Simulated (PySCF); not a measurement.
C₈H₉BO₃.
Atom-mapped SMILES: `[CH3:1][C:2](=[O:3])[c:4]1[cH:5][cH:6][c:7]([B:8]([OH:9])[OH:10])[cH:11][cH:12]1` (hydrogens: H13, H14, H15 on C1; H16 on C5; H17 on C6; H18 on O9; H19 on O10; H20 on C11; H21 on C12)

Method: PySCF, PBE0-D3(BJ)/def2-SVP geometry optimisation, gas phase; density fitting, grid level 1; the optimiser is geomeTRIC in internal coordinates, started from a GFN2-xTB structure with every atom displaced at random (about 0.01 Å).

Step 0: E = -15235.2661 eV
```
atom  x, y, z in Å  |  force x, y, z in eV/Å
C1     -3.5829   -0.5163    0.3099   -1.994   2.341   0.091
C2     -2.6701    0.6679    0.0902    0.320   0.345  -0.114
O3     -3.1004    1.7965   -0.0814    0.403  -0.862   0.145
C4     -1.1754    0.3778    0.0877   -1.974   0.017   0.066
C5     -0.6836   -0.9099    0.2474    0.577   0.702   0.035
C6      0.6826   -1.0925    0.2460    0.660  -0.146  -0.054
C7      1.5870   -0.0400    0.0682    0.101   0.128  -0.039
B8      3.1556   -0.2982    0.0466   -1.108  -0.353   0.387
O9      4.0508    0.6033   -0.3808    0.684   0.727  -0.354
O10     3.5893   -1.4932    0.5155   -0.140  -0.189   0.002
C11     1.0278    1.2365   -0.0834    1.063  -0.137  -0.070
C12    -0.3212    1.4451   -0.0725   -0.435   0.744  -0.197
H13    -4.6558   -0.1165    0.2857    1.295  -0.529   0.104
H14    -3.4887   -1.2237   -0.4754    0.270  -1.084  -0.971
H15    -3.4034   -0.9751    1.2644    0.206  -0.505   0.750
H16    -1.3309   -1.7396    0.4033   -0.643  -0.805   0.080
H17     1.0951   -2.0770    0.3811    0.176  -0.645   0.089
H18     3.6989    1.4327   -0.7233   -0.052  -0.225   0.077
H19     4.5427   -1.5899    0.4706    0.207   0.034  -0.031
H20     1.6683    2.0985   -0.2117    0.384   0.402  -0.054
H21    -0.7593    2.4354   -0.2103    0.002   0.038   0.056
```

Step 1: E = -15235.4381 eV
```
atom  x, y, z in Å  |  force x, y, z in eV/Å
C1     -3.6431   -0.4713    0.2816    0.044  -0.246   0.027
C2     -2.6617    0.6642    0.1513    0.040  -0.148   0.194
O3     -3.0294    1.8151    0.2150   -0.097   0.147  -0.175
C4     -1.2014    0.3501    0.0357    0.138   0.141   0.006
C5     -0.6636   -0.9304    0.2087   -0.238  -0.179   0.095
C6      0.7136   -1.1216    0.2195    0.051   0.034   0.003
C7      1.5957   -0.0465    0.0346   -0.009  -0.084   0.015
B8      3.1461   -0.2925    0.0901    0.249   0.247  -0.120
O9      4.0638    0.6324   -0.3376   -0.189  -0.235   0.121
O10     3.6010   -1.4713    0.5843   -0.007  -0.030  -0.009
C11     1.0447    1.2278   -0.1696   -0.069   0.032  -0.024
C12    -0.3292    1.4287   -0.1634    0.026  -0.076  -0.027
H13    -4.6542   -0.0534    0.3637    0.008  -0.030  -0.115
H14    -3.5762   -1.1905   -0.5600   -0.027   0.220   0.202
H15    -3.4266   -1.0303    1.2105   -0.016   0.004  -0.127
H16    -1.3274   -1.7864    0.3799    0.099   0.101  -0.056
H17     1.1273   -2.1182    0.3927   -0.017   0.005  -0.017
H18     3.6581    1.4172   -0.7144    0.004   0.034  -0.027
H19     4.5634   -1.5185    0.5655   -0.012   0.010  -0.009
H20     1.6929    2.0995   -0.3115    0.026  -0.014   0.007
H21    -0.7671    2.4180   -0.2987   -0.004   0.066   0.037
```

Step 2: E = -15235.4596 eV
```
atom  x, y, z in Å  |  force x, y, z in eV/Å
C1     -3.6070   -0.5075    0.2578   -0.029  -0.002   0.166
C2     -2.6704    0.6691    0.1526    0.108   0.130  -0.201
O3     -3.0848    1.8068    0.1096   -0.047  -0.034   0.015
C4     -1.1969    0.3981    0.0940   -0.208  -0.067   0.154
C5     -0.6840   -0.8905    0.2842    0.171   0.070  -0.081
C6      0.6919   -1.0956    0.2735    0.057  -0.084  -0.003
C7      1.5863   -0.0358    0.0630   -0.050   0.024   0.029
B8      3.1357   -0.3033    0.0621    0.095   0.036  -0.057
O9      4.0589    0.5980   -0.3872   -0.125  -0.018   0.042
O10     3.5819   -1.4983    0.5241   -0.012  -0.051   0.014
C11     1.0482    1.2475   -0.1257    0.024   0.082  -0.040
C12    -0.3214    1.4736   -0.1068   -0.037  -0.162   0.032
H13    -4.6400   -0.1416    0.2343   -0.006   0.000  -0.045
H14    -3.4409   -1.2375   -0.5496   -0.010   0.058  -0.003
H15    -3.4390   -1.0338    1.2118   -0.025  -0.013  -0.031
H16    -1.3560   -1.7372    0.4444    0.051   0.038   0.006
H17     1.0940   -2.0988    0.4325    0.011  -0.007   0.005
H18     3.6649    1.3962   -0.7501    0.017   0.009  -0.007
H19     4.5414   -1.5644    0.4669    0.001   0.001  -0.005
H20     1.7114    2.1065   -0.2770    0.017  -0.002   0.006
H21    -0.7474    2.4707   -0.2363   -0.004  -0.009   0.004
```

Step 3: E = -15235.4620 eV
```
atom  x, y, z in Å  |  force x, y, z in eV/Å
C1     -3.6451   -0.4797    0.2432    0.073   0.031   0.150
C2     -2.6711    0.6676    0.1393   -0.168  -0.068  -0.188
O3     -3.0761    1.8041    0.0202    0.182  -0.007   0.069
C4     -1.2003    0.3690    0.1404    0.144   0.087   0.076
C5     -0.6561   -0.9075    0.3343   -0.125  -0.077  -0.079
C6      0.7210   -1.1097    0.3099   -0.067   0.113  -0.027
C7      1.6004   -0.0415    0.0840    0.038   0.020   0.037
B8      3.1512   -0.2986    0.0436   -0.031  -0.022  -0.012
O9      4.0487    0.6182   -0.4141    0.026   0.059  -0.009
O10     3.6162   -1.4987    0.4753   -0.011  -0.007   0.003
C11     1.0492    1.2381   -0.0948   -0.015  -0.087  -0.004
C12    -0.3238    1.4409   -0.0630   -0.004   0.191  -0.009
H13    -4.6640   -0.0905    0.1369   -0.001   0.023   0.006
H14    -3.4538   -1.2317   -0.5311    0.035  -0.103  -0.112
H15    -3.5490   -0.9835    1.2166    0.011  -0.031   0.038
H16    -1.3120   -1.7629    0.4920   -0.082  -0.084   0.048
H17     1.1313   -2.1109    0.4609   -0.013   0.006   0.008
H18     3.6406    1.4174   -0.7598    0.016  -0.023   0.012
H19     4.5741   -1.5567    0.3907    0.010  -0.007  -0.001
H20     1.7028    2.1033   -0.2540   -0.021  -0.001   0.009
H21    -0.7578    2.4353   -0.1926    0.003  -0.013  -0.017
```

**Question.** Estimate the geometry and energy of step 4. (The exact step hangs on the optimiser's Hessian estimate; all steps are aligned on step 3, rigid shifts and turns removed.)

**Answer.** E = -15235.4686 eV, largest force 0.118 eV/Å
```
atom  x, y, z in Å  |  force x, y, z in eV/Å
C1     -3.6254   -0.4900    0.2610   -0.045   0.080   0.019
C2     -2.6695    0.6691    0.1284    0.085  -0.008   0.041
O3     -3.0620    1.8117    0.0367   -0.098  -0.065  -0.013
C4     -1.2004    0.3765    0.1169    0.072  -0.009  -0.005
C5     -0.6694   -0.9061    0.3041   -0.009   0.020  -0.035
C6      0.7078   -1.1038    0.2872   -0.011  -0.009   0.012
C7      1.5927   -0.0373    0.0745    0.012  -0.006   0.012
B8      3.1426   -0.3009    0.0528   -0.008   0.017  -0.007
O9      4.0495    0.6176   -0.3855    0.015  -0.001   0.004
O10     3.5970   -1.5048    0.4858   -0.001   0.007  -0.012
C11     1.0469    1.2435   -0.1091   -0.019  -0.047   0.001
C12    -0.3254    1.4507   -0.0850    0.017   0.065   0.002
H13    -4.6512   -0.1107    0.1863   -0.014  -0.008  -0.001
H14    -3.4476   -1.2419   -0.5212    0.000  -0.015  -0.031
H15    -3.4948   -0.9926    1.2323    0.017   0.012  -0.001
H16    -1.3302   -1.7595    0.4655   -0.012  -0.014   0.009
H17     1.1168   -2.1048    0.4427    0.002  -0.001  -0.002
H18     3.6490    1.4203   -0.7307    0.005  -0.008   0.006
H19     4.5559   -1.5669    0.4152    0.001  -0.003   0.000
H20     1.7031    2.1076   -0.2620   -0.007   0.001   0.005
H21    -0.7589    2.4443   -0.2182   -0.002  -0.008  -0.002
```

The energy changes by -0.0066 eV. The first-order estimate −F·Δx gives -0.0174 eV and the mean of the old and new forces, exact on a quadratic surface, -0.0076 eV. The step makes an angle of 76° with the force vector and moves no atom by more than 0.057 Å.

What follows is the cost of the whole optimisation. On an Arm Neoverse V1 with one thread (shared host), this took 4.8 min wall and 0.93 GiB of memory at its peak.
